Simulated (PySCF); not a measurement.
# Telling isomers of C₈H₉O₂P apart by NMR

Theory: NMR shieldings at PBE0/pcSseg-1/GIAO, GFN2-xTB structure, in PySCF (no relativistic terms, a single conformation, fast rotation and ring inversion assumed for equivalent nuclei, gas phase).

δ = σ(ref) − σ, references computed at the same level: TMS for ¹H and ¹³C. Splittings of carbon signals by F and P are missing where no couplings were computed. Where no couplings were computed, multiplicities follow the n + 1 count of equivalent neighbours, and m marks all less simple cases (inequivalent or close neighbours, rings, F or P nearby). Shifts are as computed. Against solution values, carbons near 30 ppm lie about +3 ppm off and those near 130 ppm about +5 ppm. Of 1211 compounds with measured shifts, 218 miss one by over three times the rms of a fit or turn the order of signals round; such compounds aren't used in these exercises.

(1) Tabulate the signals of `COC(=O)c1ccc(C)cp1`, `COC(=O)c1cccc(C)p1`, `CC(=O)c1pcoc1C1CC1`, `COc1cc(C)cc(C=O)p1` and their relative energies.

(2) What is the quickest way to tell COC(=O)c1cccc(C)p1 from COc1cc(C)cc(C=O)p1?

(3) What is the quickest way to tell COC(=O)c1ccc(C)cp1 from COc1cc(C)cc(C=O)p1?

(4) What is the quickest way to tell CC(=O)c1pcoc1C1CC1 from COc1cc(C)cc(C=O)p1?

## Answers

(1) 
```json
{"SMILES": "COC(=O)c1ccc(C)cp1", "carbon types": "3×C 3×CH 2×CH3", "δC": "173.5, 166.5, 162.9, 151.9, 142.6, 135.4, 53.3, 28.0", "δH": "9.02 (m, 1H), 8.94 (m, 1H), 7.71 (m, 1H), 4.10 (s, 3H), 2.67 (s, 3H)", "E rel. (kcal/mol)": "0.0"}
{"SMILES": "COC(=O)c1cccc(C)p1", "carbon types": "3×C 3×CH 2×CH3", "δC": "182.8, 173.4, 166.4, 142.3, 139.7, 134.8, 53.3, 27.8", "δH": "8.83 (m, 1H), 8.12 (m, 1H), 7.90 (m, 1H), 4.11 (s, 3H), 2.93 (m, 3H)", "E rel. (kcal/mol)": "1.2"}
{"SMILES": "CC(=O)c1pcoc1C1CC1", "carbon types": "3×C 2×CH 2×CH2 1×CH3", "δC": "198.9, 183.8, 180.0, 137.9, 34.6, 14.0, 13.7", "δH": "8.47 (m, 1H), 4.54 (m, 1H), 2.78 (s, 3H), 1.13 (m, 2H), 1.09 (m, 2H)", "E rel. (kcal/mol)": "31.3"}
{"SMILES": "COc1cc(C)cc(C=O)p1", "carbon types": "3×C 3×CH 2×CH3", "δC": "205.4, 196.3, 170.5, 148.9, 135.6, 131.9, 60.3, 26.0", "δH": "10.23 (m, 1H), 8.72 (m, 1H), 7.69 (m, 1H), 4.26 (s, 3H), 2.73 (s, 3H)", "E rel. (kcal/mol)": "20.5"}
```

Energies are electronic energies at PBE0/pcSseg-1 on these geometries, without zero-point or thermal terms, each for the one conformer computed, which needn't be the lowest.

(2) Both give the same number of carbon signals, with the same numbers of each carbon type, so the positions decide. The first has a substituted aromatic carbon (C) at 182.8 ppm, the second an aldehyde carbonyl carbon (CH) at 196.3 ppm. Their most deshielded carbons lie at 182.8 and 205.4 ppm. In the proton spectra the most deshielded non-exchanging signals are 8.83 (m, 1H) and 10.23 (m, 1H).

(3) Both give the same number of carbon signals, with the same numbers of each carbon type, so the positions decide. The first has an aromatic CH at 166.5 ppm, the second an aromatic carbon bearing oxygen (C) at 205.4 ppm. Their most deshielded carbons lie at 173.5 and 205.4 ppm. In the proton spectra the most deshielded non-exchanging signals are 9.02 (m, 1H) and 10.23 (m, 1H).

(4) Count the carbon signals: 7 against 8. The first has a three-membered-ring carbon (CH) at 14.0 ppm, the second an aromatic CH at 131.9 ppm. Their most deshielded carbons lie at 198.9 and 205.4 ppm. In the proton spectra the most deshielded non-exchanging signals are 8.47 (m, 1H) and 10.23 (m, 1H).
